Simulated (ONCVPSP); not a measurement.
**What one change does to a pseudopotential (Ge, ONCV)**

germanium (Ge), optimised norm-conserving Vanderbilt (ONCV), made with ONCVPSP 4.0.1 (PBEsol, scalar-relativistic). Core [Ne], reference 3s2 3p6 3d10 4s2 4p1 (charge +1). Waves: 3s+4s: rc 0.95 bohr, ncon 4, nbas 7, qcut 16.8 1/bohr, 3 projectors, debl 2.1 Ha; 3p+4p: rc 1.30 bohr, ncon 4, nbas 9, qcut 11.4 1/bohr, 2 projectors; 3d: rc 0.95 bohr, ncon 4, nbas 9, qcut 17.8 1/bohr, 2 projectors, debl 0.4 Ha. Local part: polynomial inside 0.65 bohr (lpopt 3, dvloc0 6 Ha). Core correction: none.

In the d channel the program set the typed energies aside and used -1.409, 0.250 Ha.

All-electron outer shells of the reference configuration (PBEsol, scalar-relativistic, ld1.x):

```csv
shell,level (eV),outermost node (bohr),outermost maximum (bohr)
2s,-1379.69,0.06,0.18
2p,-1207.14,–,0.14
3s,-177.16,0.26,0.54
3p,-124.47,0.23,0.54
3d,-38.34,–,0.50
4s,-19.89,0.77,1.71
4p,-11.26,0.82,2.08
```

Change: non-relativistic. In the d channel the program set the typed energies aside and used -1.439, 0.250 Ha.

Cutoffs: the cutoffs (Ha) at which the residual kinetic energy of the hardest occupied pseudo-wave falls to 1 and 0.1 mHa per electron; they do not see the model core or the augmentation charge, which bear on the density cutoff. Errors are all-electron minus pseudo energies relative to the spin-unpolarised reference configuration.

Question: Predict the effect on cutoff, ghosts and configuration errors.

Answer: The potential gets neither clearly harder nor softer (120 Ha and 134 Ha → 120 Ha and 134 Ha); of the 4 tests that both files solve, the error grows in 1 and shrinks in 3 by more than 15 % and 0.3 meV (median size 2.8 → 0.4 meV); neither file shows a bound ghost.

```csv
quantity,base,changed
"cutoff, loose",120 Ha,120 Ha
"cutoff, tight",134 Ha,134 Ha
loose cutoff by channel,"s 88 Ha, p 47 Ha, d 120 Ha","s 88 Ha, p 47 Ha, d 120 Ha"
bound ghosts,none,none
GHOST(+) flags under 300 eV,none,none
"error for 3s2 3p6 3d10 4s2 4p2, meV [ΔE -7.45 → -7.49 eV]",+0.8,0.0
"error for 3s2 3p6 3d10 4s2 4p0, meV [ΔE 15.45 → 15.46 eV]",-1.7,+0.1
"error for 3s2 3p6 3d10 4s1 4p0, meV [ΔE 50.24 → 49.70 eV]",-3.9,+0.7
"error for 3s2 3p6 3d9 4s2 4p2, meV [ΔE 31.24 → 32.12 eV]",+27,+38
s: phases at 0.96 bohr within 0.05 rad from the reference energy up to (Ha; the scan ends near 5),to the end of the scan,to the end of the scan
p: phases at 1.32 bohr within 0.05 rad from the reference energy up to (Ha; the scan ends near 5),to the end of the scan,to the end of the scan
d: phases at 0.96 bohr within 0.05 rad from the reference energy up to (Ha; the scan ends near 5),to the end of the scan,to the end of the scan
```
